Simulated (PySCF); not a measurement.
# Bi²⁺ (bismuth, charge +2) across methods

[Xe] 4f14 5d10 6s1 6p2, high-spin 4P determinant (an excited configuration). All numbers are calculated (PySCF 2.14, scalar relativity by spin-free X2C-1e, in x2c-QZVPPall (16s10p9d6f1g, 142 functions)).

| method | E (hartree) | mean ε 5d β (eV) | mean ε 6s α (eV) | mean ε 6p α (eV) | Σ⟨r²⟩ (bohr²) | ⟨S²⟩ |
| --- | --- | --- | --- | --- | --- | --- |
| r2SCAN | -21534.38 | -46.242 | -33.273 | -21.355 | 51.37 | 3.754 |
| PBE0 | -21534.15 | -48.084 | -34.281 | -22.132 | 51.48 | 3.752 |
| PBE | -21534.43 | -45.571 | -32.570 | -20.949 | 51.57 | 3.752 |
| UHF | -21528.32679 | -54.391 | -38.488 | -25.069 | 51.78 | 3.755 |
| LDA | -21521.55 | -45.802 | -32.838 | -21.079 | 51.52 | 3.751 |

Spin-orbit coupling is strong in this species (close to jj coupling), so the high-spin LS determinant is a model state, not a physical level.
